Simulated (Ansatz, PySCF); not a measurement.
Reaction (SMILES): Br[C]Br → Br[C]Br as doublet, charge -1 (an electron is taken up)
Geometries: B3LYP-D3(BJ)/def2-TZVP minima from Ansatz (a quantum-chemistry and plane-wave program). Unstable Hartree-Fock reference: Br[C]Br. High T1 diagnostic, so coupled cluster is less sure: Br[C]Br.
Geometry of the first species:
SMILES: [C](Br)Br
```xyz
3

C      0.0657    -0.0511     0.9940
Br     0.8365     1.3172    -0.0734
Br    -0.8477    -1.3085    -0.0970
```
Charge 0, spin multiplicity 1.

Wanted: adiabatic electron affinity (0 K, with B3LYP-D3(BJ) harmonic zero-point energies from PySCF), positive where the reaction releases energy, in eV. Valence correlation only, unless marked. UHF or UKS for open shells. Spin-orbit coupling is left out. Frozen are the shells of the preceding noble gas and the d and f shells that filled before the atom's block. No relativistic terms. Anions need diffuse functions: aug- sets have them; def2-D sets add few; the other sets have none. CBS(X,Y): correlation extrapolated as X^-3; Hartree-Fock from the larger set. [CCSD(T)-MP2]/basis is that difference in the basis named.

RI-MP2/CBS(aug-cc-pVTZ,aug-cc-pVQZ)+[CCSD(T)-MP2]/aug-cc-pVTZ (Ansatz) gives 1.99 eV.

Problem. Another calculation gave 2.03 eV. Which level was it?
(A) M06-L/def2-TZVPD (PySCF)
(B) LC-wPBE/def2-TZVPD (Ansatz)
(C) TPSS/def2-TZVPD (PySCF)
(D) SVWN5/def2-TZVPD (Ansatz)

Solution. C, TPSS/def2-TZVPD (PySCF). The others give 1.81 (SVWN5), 2.16 (LC-wPBE), 1.69 (M06-L) eV.
